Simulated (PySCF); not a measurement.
silane (H$_{4}$Si), singlet, at a GFN2-xTB geometry. Base run: PySCF with B3LYP/6-31G.

The PySCF input:
```python
from pyscf import gto, scf, dft

mol = gto.Mole()
mol.atom = '''
    Si   -0.000000    0.000000   -0.000000
    H     0.856871    0.832074    0.840902
    H    -0.856856   -0.827130    0.845780
    H    -0.829613    0.854388   -0.845845
    H     0.829598   -0.859332   -0.840837
'''
mol.basis = '6-31g'
mol.charge = 0
mol.spin = 0
mol.verbose = 4
mol.build()

mf = dft.RKS(mol)
mf.xc = 'b3lyp'
mf.kernel()
```

Each row names what was changed in the base input (with any setting that the change needs).

```tsv
change	ΔE vs base (mEh)	fitting functions
base	0.000	-
auxbasis = def2-universal-jfit	(withheld)	95
auxbasis = cc-pvdz-jkfit	-0.011	204
only_dfj = on; auxbasis = def2-universal-jfit	-0.067	95
auxbasis = even-tempered beta=3.0	-3.914	102
auxbasis = cc-pvtz-jkfit	-0.009	241
exchange = seminumerical (SGX) (with mf = sgx.sgx_fit(mf, auxbasis='def2-universal-jfit'); with mf.with_df.dfj = True)	-0.064	95
auxbasis = def2-svp-ri	(withheld)	(withheld)
auxbasis = cc-pvtz-ri	(withheld)	(withheld)
auxbasis = def2-universal-jkfit	-0.037	200
```

Q: Complete the blanks.

A: 
- auxbasis = def2-universal-jfit, ΔE vs base (mEh): 361.9
- auxbasis = def2-svp-ri, ΔE vs base (mEh): -309.7
- auxbasis = def2-svp-ri, fitting functions: 118
- auxbasis = cc-pvtz-ri, ΔE vs base (mEh): -10.195
- auxbasis = cc-pvtz-ri, fitting functions: 242

A fitting set is made for a task (jfit for Coulomb, jkfit for Coulomb and exchange, ri for correlation) and for a family of orbital bases.
